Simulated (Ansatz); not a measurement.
A barrier at the coupled-cluster level

Start structure (Si2H7Cl3O2, closed shell), relaxed at PBE0-D4/def2-TZVP:

```
14
angstrom
Si -1.6139 -0.7309 0.3225
Si 0.1483 -0.4854 1.8373
Cl -1.4755 -2.3536 -0.9250
Cl -3.3833 -0.9620 1.3377
Cl -1.8991 0.9410 -0.8642
H 1.3586 0.2342 -1.1772
O 1.2559 -0.6077 -0.6961
H 1.6552 2.6173 -1.4939
O 1.1731 1.8863 -1.8875
H -0.5085 -0.3706 3.1712
H 1.0099 -1.6875 1.8373
H 0.8838 0.7737 1.5792
H 1.1512 -1.2923 -1.3604
H 0.2440 2.0373 -1.6811
```

The step: Si₂H₃Cl₃ ([SiH3][Si]([Cl])([Cl])[Cl]) + H₂O + H₂O → SiHCl₃O ([OH][Si]([Cl])([Cl])[Cl]) + SiH₄ + H₂O; bonds formed: Si1–O7, Si2–H8, H6–O9; bonds broken: Si1–Si2, H6–O7, H8–O9. Program: Ansatz 0.2.0. Basis: def2-TZVPP and def2-QZVPP. Cores are frozen in the correlated methods. Extrapolation: Hartree–Fock as exp(−7.88 √X), correlation as X^−2.97. Energies below are by CCSD(T) at an estimated basis limit (MP2 extrapolated from triple and quadruple zeta, plus CCSD(T) − MP2 in triple zeta).

Problem. What are the electronic barrier and the energy of the step, from the start structure to the end structure? (Judge from chemistry; the value comes from the calculation.)

Solution. By the calculation: Barrier 47.45 kcal/mol; step energy -23.69 kcal/mol (downhill); reverse barrier, their difference, 71.15 kcal/mol. Barrier and step energy count from the start structure, the reverse barrier from the end structure.

The saddle point: One imaginary mode of 959i cm⁻¹.
```json
{"pair": "Si1–O7", "start (Å)": "3.05", "saddle (Å)": "1.73", "end (Å)": "1.60"}
{"pair": "Si2–H8", "start (Å)": "4.80", "saddle (Å)": "1.89", "end (Å)": "1.48"}
{"pair": "H6–O9", "start (Å)": "1.81", "saddle (Å)": "1.00", "end (Å)": "0.96"}
{"pair": "Si1–Si2", "start (Å)": "2.34", "saddle (Å)": "2.54", "end (Å)": "4.44"}
{"pair": "H6–O7", "start (Å)": "0.98", "saddle (Å)": "1.67", "end (Å)": "3.32"}
{"pair": "H8–O9", "start (Å)": "0.96", "saddle (Å)": "1.23", "end (Å)": "2.97"}
```

Zero-point energy (harmonic, PBE0-D4): ZPE is 50.12 kcal/mol at the start and 48.29 kcal/mol at the saddle, so the barrier goes from 47.45 to 45.62 kcal/mol.

The T1 diagnostic stays at or below 0.012.

Labels in which every atom is bracketed show which atoms are joined, not bond orders.

For scale, one of the runs: CCSD(T)/def2-TZVPP, 370 basis functions, launched by `ansatz run in.yaml --threads 4 --pin off --events-out ev --progress --plain --max-ram 66560MiB --backend cuda --devices 0, --max-vram 37GiB`. Hardware: 4 CPU threads of an AMD EPYC 7R13 and a share of one NVIDIA H100, shared host. Wall time 22 s; peak host memory 1.4 GiB.
